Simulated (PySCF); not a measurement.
CdH₅NSi. Atoms are numbered in the order given.

```xyz
8

Cd    -0.0131     0.2776    -0.1904
N      0.1028     1.8940    -1.4160
H      0.1292     2.8102    -0.9678
H     -0.5840     1.9510    -2.1683
Si     0.0207    -1.7647     1.2494
H     -0.0266    -3.0142     0.4286
H     -1.1531    -1.7946     2.1754
H      1.2553    -1.8286     2.0912
```
Charge 0, spin multiplicity 1.

The structure is a stationary point at B3LYP-D3(BJ)/def2-SVP. The def2 effective core potentials stand for the cores of Cd; spin–orbit coupling is left out. Other conformers were not sampled.

Calculation: B3LYP/def2-TZVPD in PySCF.

Mulliken values depend strongly on the basis, most of all with diffuse functions as here. ESP charges are fitted to the potential on shells at 1.4 to 2.0 van der Waals radii. Atomic charges (e):

```csv
atom,Mulliken,ESP fit
Cd1,0.37,0.61
N2,-0.70,-0.91
H3,0.20,0.27
H4,0.20,0.27
Si5,0.25,-0.28
H6,-0.10,0.02
H7,-0.10,-0.01
H8,-0.10,0.03
```
